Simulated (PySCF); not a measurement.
B⁺ (boron, charge +1) across methods

[He] 2s2, closed-shell 1S. Computed with PySCF 2.14 in aug-cc-pCVTZ-DK with one added diffuse shell each of s, p, d, f type (8s7p5d3f, 75 functions), with scalar relativity by spin-free X2C-1e.

```json
{"method": "M06-2X", "E (hartree)": "-24.3531", "mean ε 1s (eV)": "-207.87", "mean ε 2s (eV)": "-22.023", "Σ⟨r²⟩ (bohr²)": "7.737", "⟨S²⟩": "0.000"}
{"method": "BP86", "E (hartree)": "-24.3370", "mean ε 1s (eV)": "-193.88", "mean ε 2s (eV)": "-19.599", "Σ⟨r²⟩ (bohr²)": "7.779", "⟨S²⟩": "0.000"}
{"method": "r2SCAN", "E (hartree)": "-24.3222", "mean ε 1s (eV)": "-196.77", "mean ε 2s (eV)": "-19.729", "Σ⟨r²⟩ (bohr²)": "7.839", "⟨S²⟩": "0.000"}
{"method": "UHF", "E (hartree)": "-24.24372", "mean ε 1s (eV)": "-222.79", "mean ε 2s (eV)": "-23.783", "Σ⟨r²⟩ (bohr²)": "7.939", "⟨S²⟩": "0.000"}
{"method": "LDA", "E (hartree)": "-24.0442", "mean ε 1s (eV)": "-191.69", "mean ε 2s (eV)": "-19.411", "Σ⟨r²⟩ (bohr²)": "7.879", "⟨S²⟩": "0.000"}
{"method": "PBE", "E (hartree)": "-24.2997", "mean ε 1s (eV)": "-193.58", "mean ε 2s (eV)": "-19.512", "Σ⟨r²⟩ (bohr²)": "7.801", "⟨S²⟩": "0.000"}
{"method": "revPBE", "E (hartree)": "-24.3431", "mean ε 1s (eV)": "-193.76", "mean ε 2s (eV)": "-19.529", "Σ⟨r²⟩ (bohr²)": "7.798", "⟨S²⟩": "0.000"}
{"method": "PBE0", "E (hartree)": "-24.3082", "mean ε 1s (eV)": "-201.04", "mean ε 2s (eV)": "-20.799", "Σ⟨r²⟩ (bohr²)": "7.801", "⟨S²⟩": "0.000"}
```

(1) Estimate the same row for BHandHLYP.

Results:

(1) E (hartree) = -24.3461; mean ε 1s (eV) = -208.95; mean ε 2s (eV) = -21.966; Σ⟨r²⟩ (bohr²) = 7.849; ⟨S²⟩ = 0.000.
